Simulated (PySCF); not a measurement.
## Correlation energy of Ar²⁺ (argon, charge +2)

[Ne] 3s2 3p4, high-spin 3P determinant. All numbers are calculated (PySCF 2.14, no relativity, point nucleus, in aug-cc-pV(D+d)Z (5s4p3d, 32 functions)). Frozen: [Ne]; 6 electrons correlated.

MP2 pair energies summed by pair of shells (mhartree):

| pair | energy | share (%) |
| --- | --- | --- |
| 3p-3p | -48.21 | 50.3 |
| 3s-3p | -40.46 | 42.2 |
| 3s-3s | -7.09 | 7.4 |

Total MP2 correlation energy: -95.76 mhartree.

Same-spin part -23.55 and opposite-spin part -72.21 mhartree; SCS-MP2 scales them by 1/3 and 6/5 to -94.50 mhartree.

```tsv
level	correlation energy (mhartree)
CCSD	-118.28
(T)	-1.51
CCSD(T)	-119.79
```

Diagnostics: T1 = 0.0071, D1 = 0.0241, largest double amplitude 0.048.

Cost of the coupled-cluster step: 0.23 s of wall time on 1 thread of Neoverse-V2 (shared host), for 6 correlated electrons.
